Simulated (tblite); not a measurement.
Compound: C6H7O3 (doublet state).
Geometry (GFN2-xTB, Å), atoms numbered from 1 in this order:
```xyz
16
C6H7O3 angstrom
C      2.965   -0.379   -0.235
O      1.683   -0.679    0.286
C      0.670    0.098   -0.108
O      0.951    1.100   -0.966
C     -0.628   -0.089    0.326
C     -1.424   -0.902    1.145
C     -2.689   -0.142    0.824
C     -1.784    0.720   -0.059
O     -1.919    1.678   -0.786
H      3.640   -1.112    0.199
H      2.970   -0.459   -1.324
H      3.273    0.631    0.047
H      0.128    1.583   -1.166
H     -1.225   -1.744    1.771
H     -3.461   -0.690    0.282
H     -3.158    0.394    1.650
```

Computed values, GFN2-xTB/tblite, gas phase, harmonic and unscaled. Against measured fundamentals such values can be off by several per cent, at times by over 20. One conformer, not necessarily the lowest. Open shells enter through the occupations alone, without spin polarisation, and single modes of such species can be off by tens of per cent.

Harmonic wavenumbers (cm⁻¹): 85.6, 103.9, 114.1, 153.3, 178.5, 256.3, 270.4, 348.9, 453.6, 471.3, 522.3, 569.4, 581.3, 637.5, 683.3, 817.1, 915.2, 944.3, 1010.1, 1013.9, 1020.8, 1117.6, 1121.8, 1144.9, 1177.7, 1194.3, 1220.6, 1298.2, 1345.0, 1398.7, 1426.3, 1447.0, 1462.2, 1599.6, 1807.9, 2949.6, 2965.0, 2973.6, 2978.2, 3041.9, 3187.3, 3309.4.

A = 3576, B = 1115, C = 858.9 MHz; mass 127.040 u (most abundant isotopes); point group Cs, symmetry number 1; spin multiplicity 2.

**Question.** Zero-point energy?

**Answer.** Half the sum of the wavenumbers: 25659 cm⁻¹ = 73.36 kcal/mol.

**Question.** What is S at 350 K and 1 bar for an ideal gas of classical rigid rotors and harmonic oscillators?

**Answer.** Translation 41.25, rotation 29.41, vibration 29.44, spin (R ln 2) 1.38: S = 101.5 cal/(mol K).

**Question.** And Cp and H(350 K) − H(0)?

**Answer.** Cp = 39.67 cal/(mol K), of which vibrations give 31.72 (their classical limit is 42 R = 83.5); H(350 K) − H(0) = 8.39 kcal/mol without the zero-point energy, 5.61 from vibrations.

**Question.** What must be added to the electronic energy to get the Gibbs energy at 350 K and 1 bar?

**Answer.** ZPE + [H(350 K) − H(0)] − T·S = 73.36 + 8.39 − 35.52 = 46.23 kcal/mol.

**Question.** Which modes carry the vibrational entropy at 350 K?

**Answer.** 85.6 cm⁻¹: 4.07; 103.9 cm⁻¹: 3.69; 114.1 cm⁻¹: 3.51; 153.3 cm⁻¹: 2.94; 178.5 cm⁻¹: 2.65; 256.3 cm⁻¹: 1.97 cal/(mol K); the other 36 give 10.60 together.

**Question.** How do the functions run with temperature in this model?

**Answer.** 
| T (K) | S (cal/(mol K)) | Cp (cal/(mol K)) | H − H(0) (kcal/mol) | G − H(0) (kcal/mol) | ln q(vib) |
| --- | --- | --- | --- | --- | --- |
| 100 | 68.3 | 17.6 | 1.20 | -5.63 | 1.07 |
| 200 | 83.3 | 26.5 | 3.41 | -13.24 | 3.29 |
| 300 | 95.7 | 35.4 | 6.51 | -22.20 | 5.60 |
| 500 | 117.6 | 50.8 | 15.21 | -43.58 | 10.18 |
| 800 | 144.9 | 65.1 | 32.80 | -83.10 | 16.71 |
| 1000 | 160.1 | 71.1 | 46.46 | -113.63 | 20.73 |

q(vib) and H(0) count from the zero-point level.

**Question.** Blend soft modes into free rotors: weight 1/[1 + (100 cm⁻¹/ν̃)⁴] for the oscillator and the rest for a rotor with moment μB/(μ + B), μ = h/(8π²ν), B = 10⁻⁴⁴ kg m². What vibrational entropy results?

**Answer.** 28.22 cal/(mol K) in place of 29.44, which changes −T·S at 350 K by +0.42 kcal/mol.

Hindered rotation and anharmonicity are outside this model. Other conformers, if any are populated, would add a mixing term that is left out.

On Arm Neoverse V1, one thread, shared host, this took 0.51 s wall. The figure is for the frequency step alone.
